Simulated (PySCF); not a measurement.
C3H5FSi, SMILES FC=C=C[SiH3].

The structure is a stationary point at B3LYP-D3(BJ)/def2-SVP. This is a generated structure with no PubChem entry under its InChIKey; it may be hypothetical.

Two levels are set side by side: PBE/def2-TZVP (PySCF) and PBE0/def2-TZVP (PySCF). Same geometry, gas phase. Differences are taken from unrounded values.

```
quantity                      PBE0
---------------------------  -----
orbital gap (eV)              6.19
highest occupied level (eV)  -7.28
lowest empty level (eV)      -1.09
dipole moment (D)             1.55
mean polarisability (bohr³)   66.7
```

Question: What does PBE give, and how far is it from PBE0? (Estimate from the structure and the level; the computed values follow.)

Answer: 
```csv
quantity,PBE,PBE minus PBE0
orbital gap (eV),3.97,-2.22
highest occupied level (eV),-6.05,1.23
lowest empty level (eV),-2.08,-0.98
dipole moment (D),1.42,-0.13
mean polarisability (bohr³),68.9,2.2
```

PBE's occupied levels lie high since its potential decays too fast outside the molecule; exact exchange lowers them and widens the gap. PBE's more diffuse valence density responds more strongly to a field. Differences between two approximate levels are no errors against the true value.

Rough cost on one machine, each run with all the roots and properties that it gave: PBE0 against PBE within a factor of 2.
